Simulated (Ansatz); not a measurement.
A series at Sn: from `[SH][Sn]([SH])([SH])[SH]`, ligands are replaced one by one, each step taking up H–F and setting free H₂S; n counts the steps. Ansatz, PBE0-D4/def2-TZVP geometries. Each molecule was computed in one conformer, which needn't be the lowest.

| n | molecule | HOMO energy, ωB97M-V/def2-TZVPP (eV) |
| --- | --- | --- |
| 0 | `[SH][Sn]([SH])([SH])[SH]` | -9.85 |
| 1 | `[F][Sn]([SH])([SH])[SH]` | -10.10 |
| 2 | `[F][Sn]([F])([SH])[SH]` | -10.70 |
| 3 | `[F][Sn]([F])([F])[SH]` | ? |
| 4 | `[F][Sn]([F])([F])[F]` | -14.97 |

Problem. By hand: fit a straight line y = ȳ + b (n − n̄) to the 4 given rows and predict n = 3.

Solution. n̄ = 1.750, ȳ = -11.405; Σ(n − n̄)(y − ȳ) = -11.545, Σ(n − n̄)² = 8.750, so b = -1.319 eV a step. Prediction: -11.405 + (-1.319) × (1.250) = -13.05 eV.

Problem. By hand: compare with the computed value, -11.24 eV, and give the steps along the whole series.

Solution. The line misses by 1.81 eV (computed minus predicted). Steps: -0.25, -0.60, -0.54, -3.73 eV.

One step carries most of the change, so a line is a poor guide. The highest orbital can change its character along such a series. The miss is 35.4 % of the series' range.
